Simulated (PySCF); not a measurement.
Assigning NMR signals

Geometry:
```
atom   x (Å)   y (Å)   z (Å)
  C1  -1.840  -0.429  -1.632
  C2  -0.850  -1.040  -0.999
 Si3   0.610  -0.171  -0.202
  N4   0.033   1.275   0.504
  C5   0.246   2.503   0.430
  C6   1.074  -1.186   1.392
  F7   1.345  -2.476   1.091
  F8   2.183  -0.716   2.005
  F9   0.115  -1.220   2.333
 H10  -2.655  -0.971  -2.087
 H11  -1.881   0.644  -1.716
 H12  -0.861  -2.122  -0.946
 H13   1.826  -0.226  -1.023
 H14   0.997   2.966  -0.213
 H15  -0.347   3.176   1.042
```

- NMR shieldings at PBE0/pcSseg-1/GIAO
- geometry: GFN2-xTB
- run in PySCF 2.14.0 with density-fitted response routines
- one averaged value for each set of equivalent atoms, no solvent model, a single conformation, relativity neglected

References, each an isolated molecule treated in the same way: TMS for 13C (σref 186.93), 1H (σref 31.72).

Q: Assign these signals to the numbered atoms. 13C{1H} NMR (computed): δ 179.7 (CH2), 146.3 (CH2), 138.4 (C), 136.8 (CH).

A: 
179.7 → C5, C=N carbon
146.3 → C1, terminal =CH2 carbon: the olefinic region
138.4 → C6, CF3 carbon: 3 electronegative neighbours deshield it
136.8 → C2, alkene CH: an sp2 carbon of a C=C bond

C6 and C2 lie closer than the usual error of such a calculation, so a measured spectrum could show them in the other order.

Q: Assign these signals to the numbered atoms. 1H NMR (400 MHz, computed): δ 9.02 (m, 1H), 9.01 (m, 1H), 6.73 (m, 1H), 6.60 (m, 1H), 5.97 (m, 1H), 5.31 (m, 1H).

A: 
9.02 → H14, hydrogen on a C=N carbon
9.01 → H15, hydrogen on a C=N carbon
6.73 → H10, hydrogen on a terminal =CH2 carbon: attached to an sp2 carbon and in the plane of the double bond
6.60 → H12, hydrogen on an alkene CH: a vinylic proton, deshielded by the sp2 carbon and the C=C anisotropy
5.97 → H11, hydrogen on a terminal =CH2 carbon: a vinylic proton, deshielded by the sp2 carbon and the C=C anisotropy
5.31 → H13, hydrogen on a silicon bonded to 2 C, N

H14 and H15 lie closer than the usual error of such a calculation, so a measured spectrum could show them in the other order.

Splittings by 19F in the carbon and heteronuclear signals aren't shown, as no couplings were computed. Shifts are as computed. Against solution values, carbons near 30 ppm lie about +3 ppm off and those near 130 ppm about +5 ppm. Of 1211 compounds with measured shifts, 218 miss one by over three times the rms of a fit or turn the order of signals round; such compounds aren't used in these exercises. Multiplicities follow the n + 1 count of equivalent neighbours, as no J values were calculated; m marks all less simple cases, F and P coupling included.
